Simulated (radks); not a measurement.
All-electron atom: W3+ in [Xe] 4f14 5d2 6p1 (not the ground configuration). Method: scalar-relativistic Kohn-Sham, r2SCAN, spin-unpolarised, spherical densities, finite nucleus; meta-GGA in the generalised Kohn-Sham scheme; Fermi nuclear charge, rms radius 5.3658 fm; computed with a radial shooting solver on a logarithmic mesh with Libxc functionals. Some entries of the table are withheld. Estimate them.

orbital  occ.  eigenvalue (eV)  r(max) (bohr)  <r^2> (bohr^2)
1s          2        -69597.21        0.01146       0.0004632
2s          2        -12067.00        0.06565        0.007119
2p          6        -10555.62        0.05388        0.005893
3s          2        -2815.482         0.1851         0.04613
3p          6        -2365.762            (1)         0.04692
3d         10              (2)         0.1495         0.03899
4s          2        -613.7706         0.4207          0.2281
4p          6        -465.6134         0.4411          0.2596
4d         10        -276.7999         0.4524          0.3030
5s          2        -114.8286            (3)           1.265
5p          6         -77.7274          1.085           1.688
4f         14         -67.9010         0.4299          0.4571
5d          2         -34.5629          1.394           3.305
6p          1         -22.2767          2.846           10.70

Answer. 
(1) 3p r(max) (bohr): 0.1832
(2) 3d eigenvalue (eV): -1847.435
(3) 5s r(max) (bohr): 0.9621
